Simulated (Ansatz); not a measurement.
Ansatz (a quantum-chemistry and plane-wave program) input (B2PLYP/def2-TZVPD):

Ansatz 0.2 input:
```yaml
crystal:
  periodic: [false, false, false]
  atoms:
    - {symbol: O, position_ang: [1.45095573, -0.26773759, 0.00950262]}
    - {symbol: Si, position_ang: [0.00068057, 0.30200535, 0.00469886]}
    - {symbol: O, position_ang: [-1.45214674, -0.26077178, -0.01772562]}
basis:
  gaussian:
    orbitals: def2-TZVPD
hamiltonian:
  xc: {name: B2PLYP}
total_charge: -1
magnetization: {spin_polarized: true, initial_magnetization: 1}
correlation: {electrons: outside_noble_gas}
```

Output:

```
Functional definition: B2PLYP
integrals: 0.10 GiB planned
754 factors; integrals over basis functions are off by at most 9.7e-4 eV
mean field: 0.53 GiB planned
mean field evaluation 1: about -11962.9811 eV, gradient 2.0e1 eV
mean field evaluation 2: about -11963.0577 eV, gradient 2.0e1 eV
mean field evaluation 4: about -11964.7952 eV, gradient 1.7e0 eV
mean field evaluation 8: about -11964.8290 eV, gradient 2.6e-1 eV
mean field evaluation 16: about -11964.8307 eV, gradient 1.7e-3 eV
mean field -11964.83068330 eV, -439.6994175579 hartree, gradient 1.9e-6 eV, S^2 0.757791; 0 other end points of the search recorded, 0 dependent functions left out
7 core orbitals not correlated
reference -11964.83080979 eV, -439.6994222061 hartree; 9, 8 occupied and 107, 108 virtual orbitals, 754 factors
second order -20.22328780 eV of doubles, -0.00000000 eV of singles
Total energy: -11970.29109749 eV, -439.9000840782 hartree
```
